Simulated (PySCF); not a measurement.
Al(F)(OH)(SMe) (CH₄AlFOS), SMILES C[S][Al]([OH])[F].

The structure is a stationary point at B3LYP-D3(BJ)/def2-SVP. The structure was generated by enumeration; whether it is a known compound was not checked. One conformer was computed; it need not be the lowest.

Calculation: PBE/def2-TZVP run with PySCF.

Problem. Estimate the frontier levels, gap, dipole moment and polarisability. (Estimate from the structure and the level; the computed values follow.)

Solution. 
```
Item                                                                                                           Result
---------------------------------------------------------------------------------------------  ----------------------
highest occupied level                                                                                       -6.09 eV
lowest empty level                                                                                           -1.54 eV
orbital gap                                                                                                   4.55 eV
dipole moment                                                                                                  2.33 D
quadrupole, principal values (traceless, Buckingham form, about the centre of nuclear charge)   -5.87, 1.08, 4.79 D·Å
mean static polarisability                                                                       59.3 bohr³ (8.79 Å³)
polarisability, principal values                                                               47.4, 58.7, 71.9 bohr³
```
